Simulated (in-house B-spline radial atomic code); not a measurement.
Atomic self-consistent-field run: the indium ion In⁺. Computed with a radial B-spline atomic code at the basis-set limit: non-relativistic Hartree-Fock, average of configuration, point nucleus, inside a hard spherical wall at 2.99 bohr.

Command:
```bash
python run_scf.py task.json out
```
Settings:
```
Z                49
configuration    [Ar] 3d9 4s2 4p6 4d10 4f1 5s2
hamiltonian      nr
method           hf
spin_polarised   False
wall_radius      2.99
```

Output (hartree, bohr):
```
 radial grid: 43 intervals, B-splines of order 8, outer radius 2.99 bohr

 iter        energy (Eh)    residual
    1       -5717.077494    6.52e-01
    2       -5719.379749    2.41e-01
    3       -5720.729009    5.19e-02
    4       -5720.772571    1.33e-02
    5       -5720.773707    5.03e-03
    6       -5720.774241    6.74e-04
    7       -5720.774255    5.18e-05
    8       -5720.774255    9.44e-06
    9       -5720.774255    2.22e-07

 total energy                     -5720.77425
 kinetic                            5728.4128
 electron-nucleus                 -13597.7166
 electron-electron                  2148.5296

 orbital      occ     eigenvalue          <r>       <r^2>       <1/r>       r_max
 1s         2.000      -999.1585    0.0310485  0.00128967     48.4753     0.02056
 2s         2.000      -150.7652     0.134047   0.0211119     11.0921      0.1138
 2p         6.000      -140.5449     0.114615   0.0159793     11.0649      0.0893
 3s         2.000       -30.4559     0.357043    0.145477     4.03027      0.3252
 3p         6.000       -26.1953     0.348583      0.1407     3.94126      0.3123
 3d         9.000       -18.5762      0.32231    0.123715     3.77055      0.2572
 4s         2.000        -5.2073      0.86459    0.844506      1.5783      0.7841
 4p         6.000        -3.7060     0.921234    0.968459      1.4621      0.8149
 4d        10.000        -1.2123      1.08502     1.37314     1.22554      0.9014
 4f         1.000         0.9990      1.59644     2.83493    0.731014       1.677
 5s         2.000        -0.0421       1.8005     3.51026    0.710818       1.866

 Slater integrals (Eh)
   F0(3d,3d)                     2.821635
   F2(3d,3d)                     1.414568
   F4(3d,3d)                     0.904556
   F0(3d,4f)                     0.728140
   F2(3d,4f)                     0.083332
   F4(3d,4f)                     0.028940
   G1(3d,4f)                     0.038595
   G3(3d,4f)                     0.021902
   G5(3d,4f)                     0.014953
   F0(4f,4f)                     0.559876
   F2(4f,4f)                     0.295067
   F4(4f,4f)                     0.193933
   F6(4f,4f)                     0.142827
```

Cost of the run: 0.11 s on 1 thread of Arm Neoverse V1, with other jobs on the host.
